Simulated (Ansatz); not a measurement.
Stepwise reaction of `[SH][Ti]([SH])([SH])[SH]` with hydrogen chloride, as a gas-phase model of exchange steps in deposition or etching. ΔE in kJ/mol.

Computed with Ansatz on PBE0-D4/def2-TZVP structures; ΔE is electronic, products minus reactants. CBS: MP2 limit from def2 TZ/QZ plus the TZ coupled-cluster correction, frozen cores. This one scheme is used for every species. Functionals use def2-TZVPP. B3LYP here is the variant with VWN-RPA as its local correlation; programs differ in this. For Ti outer-core shells are correlated without core-valence functions, which leaves a few kJ/mol of doubt a bond. Scalar relativity is left out up to krypton. Each species was taken in one conformer, which may not be the lowest.

```csv
step,reaction,PBE-D4,B3LYP-D4,ωB97M-V,CCSD(T)/CBS
1,`[SH][Ti]([SH])([SH])[SH]` + HCl → `[SH][Ti]([SH])([SH])[Cl]` + H₂S,-56.8,-61.8,-62.7,-58.5
2,`[SH][Ti]([SH])([SH])[Cl]` + HCl → `[SH][Ti]([SH])([Cl])[Cl]` + H₂S,-50.0,-55.3,-56.2,-51.9
3,`[SH][Ti]([SH])([Cl])[Cl]` + HCl → `[SH][Ti]([Cl])([Cl])[Cl]` + H₂S,-48.8,-53.6,-54.5,-50.1
4,`[SH][Ti]([Cl])([Cl])[Cl]` + HCl → `[Cl][Ti]([Cl])([Cl])[Cl]` + H₂S,-50.6,-54.4,-55.2,-51.2
```

By hand: ΔE of the 4 steps together at CCSD(T)/CBS.

(-58.5) + (-51.9) + (-50.1) + (-51.2) = -211.7 kJ/mol, or -52.9 kJ/mol a step.

In ΔE step 1 is the lowest and step 3 the highest. All are downhill at CCSD(T)/CBS. PBE-D4 differs from CCSD(T)/CBS by 0.6 to 1.9 kJ/mol a step. Isolated molecules leave out the surface, adducts and barriers. Largest T1 diagnostic: 0.029.
